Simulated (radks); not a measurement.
Values are calculated unless marked as measured or tabulated.
Spherical quantum dot in the effective-mass picture: electrons in a parabolic well V = omega^2 r^2 / 2 with omega = 1.1, all in effective atomic units (hartree* = m*/eps^2 hartree, bohr* = eps/m* bohr), one dielectric constant everywhere. Level of theory: non-relativistic Kohn-Sham, PBE, spin-polarised, spherical densities (a radial shooting solver with Libxc functionals). Levels are named by radial order and angular momentum (1s, 1p, 1d, 2s, ...), and open shells are averaged over m. Results are scaled to m* = 0.168 and eps = 6.9, for which hartree* = 96.02 meV and bohr* = 2.173 nm. At N = 17 the configuration is 1s2 1p6 1d(up 5, down 4). Does electron 18 go into 2s down or 2s up or 1d down?

Answer. Into 1d down. The total energies of the other choices lie higher by 9.29 meV (2s up), 10.2 meV (2s down).
